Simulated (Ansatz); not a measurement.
Mulliken charges of CH5BrHfO2, SMILES `[CH3][Hf]([OH])([OH])[Br]` from ωB97M-V/def2-TZVPP in Ansatz (PBE0-D4/def2-TZVP geometry).

| atom | x (Å) | y (Å) | z (Å) | charge (e) |
| --- | --- | --- | --- | --- |
| C1 | -1.454 | -0.537 | -0.272 | -0.549 |
| Hf2 | 0.446 | 0.506 | 0.171 | 0.930 |
| O3 | 1.186 | -0.437 | 1.653 | -0.387 |
| O4 | 1.471 | 0.352 | -1.429 | -0.387 |
| Br5 | -0.127 | 2.908 | 0.733 | -0.292 |
| H6 | -2.129 | -0.499 | 0.590 | 0.122 |
| H7 | -1.968 | -0.068 | -1.119 | 0.122 |
| H8 | -1.296 | -1.591 | -0.523 | 0.117 |
| H9 | 1.732 | -0.879 | 2.294 | 0.162 |
| H10 | 2.139 | 0.245 | -2.098 | 0.162 |

By hand: the dipole of these point charges (1 e Å = 4.8032 D).

Σ q r = (0.197, -0.409, -0.086) e Å, of length 0.462 e Å = 2.22 D.

How does the dipole of the full density compare? (An estimate is asked.)

Ansatz gave: (0.536, -0.510, -0.081) e Å, 3.57 D; the point charges give 0.62 times that, at 21° from its direction.

Point charges leave out the atoms' own dipoles, such as those of lone pairs, and Mulliken's split depends on the basis, so the two needn't agree.
